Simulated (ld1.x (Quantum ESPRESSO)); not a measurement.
## Reading a pseudo-wave (Cu)

Columns: radius, all-electron u(r) and pseudo u(r) of the 3d shell (level -48.91 eV) of copper in the configuration [Ne] 3s2 3p6 3d8 4s0 4p0; PBE, scalar-relativistic, PAW scheme, ld1.x (Quantum ESPRESSO) 7.5.

```csv
r (bohr),all-electron,pseudo
0.072,0.0540,0.0014
0.145,0.2442,0.0115
0.217,0.4829,0.0370
0.290,0.7036,0.0832
0.362,0.8698,0.1500
0.435,0.9816,0.2371
0.507,1.0415,0.3365
0.580,1.0615,0.4428
0.652,1.0517,0.5442
0.725,1.0213,0.6345
0.798,0.9777,0.7048
0.870,0.9269,0.7496
0.942,0.8722,0.7686
1.015,0.8152,0.7632
1.088,0.7583,0.7371
1.160,0.7035,0.6973
1.232,0.6507,0.6498
1.305,0.5996,0.5997
1.378,0.5513,0.5513
1.450,0.5066,0.5066
1.522,0.4646,0.4646
1.595,0.4251,0.4251
1.668,0.3883,0.3883
1.740,0.3547,0.3547
1.812,0.3237,0.3237
1.885,0.2946,0.2946
```

(1) How many radial nodes do the two functions have?

(2) At about which radius was the pseudo-wave matched?

(3) Is the pseudo-wave norm-conserving?

Answers

(1) The all-electron 3d function has n − l − 1 = 0; the pseudo-wave has 0.

(2) 1.40 bohr. The columns agree to 0.0005 from 1.30 bohr on; several derivatives are matched, so the curves merge somewhat inside the radius.

(3) No, it belongs to a PAW set: the norm inside the radius is not constrained, and the difference is carried by the augmentation charge.
